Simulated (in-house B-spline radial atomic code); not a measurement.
Radial electron density of the titanium ion Ti¹⁰⁺, [Ne] 3s2. All numbers are computed (scalar-relativistic (X2C) PBE0, spin-polarised, spherical fractional occupations, exact exchange averaged over the configuration; Fermi nucleus of rms radius 3.5921 fm) with a radial B-spline atomic code at the basis-set limit, not measured.

Columns: r (bohr), 4πr²n(r) (electrons per bohr), bar.

```
 0.00256   0.6452 #
 0.00304   0.8768 #
 0.00362    1.193 ##
  0.0043    1.609 ###
 0.00511    2.161 ###
 0.00607    2.883 #####
 0.00721    3.817 ######
 0.00857    5.014 ########
  0.0102    6.531 ###########
  0.0121    8.358 #############
  0.0144    10.58 #################
  0.0171    13.13 #####################
  0.0203    15.93 ##########################
  0.0241    18.86 ##############################
  0.0287    21.71 ###################################
  0.0341    24.09 #######################################
  0.0405    25.67 #########################################
  0.0481    26.14 ##########################################
  0.0572    25.36 #########################################
   0.068     23.5 ######################################
  0.0808    21.15 ##################################
   0.096    19.22 ###############################
   0.114    18.63 ##############################
   0.136    19.94 ################################
   0.161    22.71 #####################################
   0.191    25.75 ##########################################
   0.228    27.29 ############################################
    0.27    25.85 ##########################################
   0.321    21.29 ##################################
   0.382    14.96 ########################
   0.454    9.157 ###############
   0.539    5.464 #########
   0.641    3.934 ######
   0.762    3.468 ######
   0.905     2.88 #####
    1.08    1.846 ###
    1.28   0.8774 #
    1.52   0.2876 
    1.81   0.0599 
    2.15 0.007754 
    2.55 0.000577 
    3.03 2.146e-05
```

On this grid the curve has 2 maxima, near 0.0481, 0.228 bohr.

The 2p up radial function P(r) = rR(r), positive near the nucleus:

```json
{"r (bohr)": "0.00256", "P": "0.002502"}
{"r (bohr)": "0.00362", "P": "0.00479"}
{"r (bohr)": "0.00511", "P": "0.009146"}
{"r (bohr)": "0.00721", "P": "0.01741"}
{"r (bohr)": "0.0102", "P": "0.03311"}
{"r (bohr)": "0.0144", "P": "0.06209"}
{"r (bohr)": "0.0203", "P": "0.1143"}
{"r (bohr)": "0.0287", "P": "0.2067"}
{"r (bohr)": "0.0405", "P": "0.3604"}
{"r (bohr)": "0.0572", "P": "0.6001"}
{"r (bohr)": "0.0808", "P": "0.9362"}
{"r (bohr)": "0.114", "P": "1.334"}
{"r (bohr)": "0.161", "P": "1.687"}
{"r (bohr)": "0.228", "P": "1.814"}
{"r (bohr)": "0.321", "P": "1.569"}
{"r (bohr)": "0.454", "P": "1.01"}
{"r (bohr)": "0.641", "P": "0.4373"}
{"r (bohr)": "0.905", "P": "0.1095"}
{"r (bohr)": "1.28", "P": "0.01252"}
```
